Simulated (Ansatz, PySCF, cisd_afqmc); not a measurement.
Species: BeF2, charge 0, singlet. BeF2 (SMILES [F][Be][F]).
B3LYP-D3(BJ)/def2-TZVP minimum from Ansatz (a program for electronic structure):
```
Be
F 1 1.3812
F 1 1.3812 2 180.00
```
Charge 0, spin multiplicity 1.

Atomisation energy term by term, kcal/mol (programs: Ansatz, cisd_afqmc). Open shells are spin-unrestricted; no spin-orbit coupling. Cores are frozen in correlated methods. No relativity. The Monte Carlo rows (phaseless AFQMC, CISD trial, step 0.005/hartree) carry one-sigma bars that omit the constraint's bias. Outlying blocks are dropped, and bars are widened where a walk drifts. Over all cases where full CI ran beside it in this data, AFQMC minus full CI had a median of +0.1 mEh and passed +0.4 mEh in a tenth of the cases. CBS(X,Y): correlation extrapolated as X^-3, Hartree-Fock from the larger set. A bracket is a step between two methods taken in the basis named. For partners of very few electrons the exact lower level stands in for a higher one. The restricted determinant of Be ([Be], singlet) is unstable towards broken spin symmetry in at least one set run.

```
term                                                          basis  kcal/mol
-----------------------  ------------------------------------------  --------
Hartree-Fock                                             def2-QZVPP    240.01
CCSD correlation                         CBS(def2-TZVPP,def2-QZVPP)     59.94
(T)                                      CBS(def2-TZVPP,def2-QZVPP)      5.94
CCSDT(Q) - CCSD(T)                                       def2-TZVPP      0.10
CCSDTQ - CCSDT(Q)                                          def2-SVP     -0.06
minus zero-point energy  Hessian by PySCF at B3LYP-D3(BJ)/def2-TZVP     -4.24
sum: D0                                                                 301.7
```

The step beyond CCSD(T) by other levels: CCSDTQ in def2-SVP 0.48; AFQMC/CISD in def2-SVP 0.65 ± 0.46; CCSDT(Q) in def2-SVP 0.54 kcal/mol.
